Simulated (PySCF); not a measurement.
Isomers of C5H5F3N2, one GFN2-xTB conformer each. Single-point energies are computed at PBE0/pcSseg-1 (PySCF, gas phase, no added dispersion term), electronic only.

| SMILES | GFN2-xTB relative energy (kJ/mol) |
| --- | --- |
| Cc1cc(C(F)(F)F)[nH]n1 | 54.0 |
| C#CCN/N=C/C(F)(F)F | 332.3 |
| C=C/C=N\N=C/C(F)(F)F | 249.6 |
| Cc1cn[nH]c1C(F)(F)F | 54.0 |
| FC(F)(F)Cc1cnc[nH]1 | 2.5 |
| C=C/C(=N/N=C)C(F)(F)F | 255.5 |
| FC(F)(F)Cc1ncc[nH]1 | 0.0 |

Conformers: `[CH:1]#[C:2][CH2:3][NH:4]/[N:5]=[CH:6]/[C:7]([F:8])([F:9])[F:10]` with C2–C3–N4–N5 108°, C3–N4–N5–C6 -170°; `[CH2:1]=[CH:2]/[CH:3]=[N:4]\[N:5]=[CH:6]/[C:7]([F:8])([F:9])[F:10]` with C1–C2–C3–N4 -178°, C3–N4–N5–C6 105°; `[F:1][C:2]([F:3])([F:4])[CH2:5][c:6]1[cH:7][n:8][cH:9][nH:10]1` with C2–C5–C6–C7 116°; `[CH2:1]=[CH:2]/[C:3](=[N:4]/[N:5]=[CH2:6])[C:7]([F:8])([F:9])[F:10]` with C1–C2–C3–N4 1°, C3–N4–N5–C6 -108°; `[F:1][C:2]([F:3])([F:4])[CH2:5][c:6]1[n:7][cH:8][cH:9][nH:10]1` with C2–C5–C6–N7 -122°.

Question: What does PBE0/pcSseg-1 give for the same structures?

Answer: 
```csv
SMILES,PBE0/pcSseg-1 E (Eh),PBE0/pcSseg-1 (kJ/mol),GFN2-xTB (kJ/mol),point group
FC(F)(F)Cc1ncc[nH]1,-601.90955,0.0,0.0,C1
FC(F)(F)Cc1cnc[nH]1,-601.90729,5.9,2.5,C1
Cc1cc(C(F)(F)F)[nH]n1,-601.88629,61.1,54.0,C1
Cc1cn[nH]c1C(F)(F)F,-601.88472,65.2,54.0,Cs
C=C/C=N\N=C/C(F)(F)F,-601.79665,296.4,249.6,C1
C=C/C(=N/N=C)C(F)(F)F,-601.79092,311.5,255.5,C1
C#CCN/N=C/C(F)(F)F,-601.76799,371.6,332.3,C1
```

Both levels put the same isomer lowest; measured from each level's own lowest isomer, the values differ by up to 56.0 kJ/mol (C=C/C(=N/N=C)C(F)(F)F: 255.5 against 311.5). As drawn, the lowest has an aromatic ring, which the highest lacks; the highest has a C≡C bond, a C=N bond and an N–N linkage, which the lowest lacks. Neighbours under 10 kJ/mol apart (FC(F)(F)Cc1ncc[nH]1 and FC(F)(F)Cc1cnc[nH]1; Cc1cc(C(F)(F)F)[nH]n1 and Cc1cn[nH]c1C(F)(F)F) can change places with a better method, another conformer or zero-point energy.

Question: Which frontier levels, dipoles and rotational constants go with these structures?

Answer: 
```
               SMILES  HOMO (eV, PBE0/pcSseg-1)  LUMO (eV)  dipole (D)       A, B, C (MHz)
  FC(F)(F)Cc1ncc[nH]1                     -6.87       0.32        3.03  3314, 834.1, 775.3
  FC(F)(F)Cc1cnc[nH]1                     -6.90       0.31        2.89  3322, 817.7, 763.8
Cc1cc(C(F)(F)F)[nH]n1                     -7.70      -0.40        1.06  3198, 806.5, 728.3
  Cc1cn[nH]c1C(F)(F)F                     -7.55      -0.41        0.67   2157, 1164, 874.6
 C=C/C=N\N=C/C(F)(F)F                     -7.13      -1.66        2.26  2678, 738.5, 676.1
C=C/C(=N/N=C)C(F)(F)F                     -6.87      -1.85        1.89   1496, 1299, 803.2
   C#CCN/N=C/C(F)(F)F                     -7.12      -0.61        4.51  3408, 513.4, 495.9
```

Question: As an exercise, what shares would exp(−E/RT) give at 2000 K from these electronic energies alone (no entropy, no degeneracies)?

Answer: RT = 16.629 kJ/mol: FC(F)(F)Cc1ncc[nH]1 57.3 %, FC(F)(F)Cc1cnc[nH]1 40.1 %, Cc1cc(C(F)(F)F)[nH]n1 1.5 %, Cc1cn[nH]c1C(F)(F)F 1.1 %, C=C/C=N\N=C/C(F)(F)F under 0.1 %, C=C/C(=N/N=C)C(F)(F)F under 0.1 %, C#CCN/N=C/C(F)(F)F under 0.1 %.
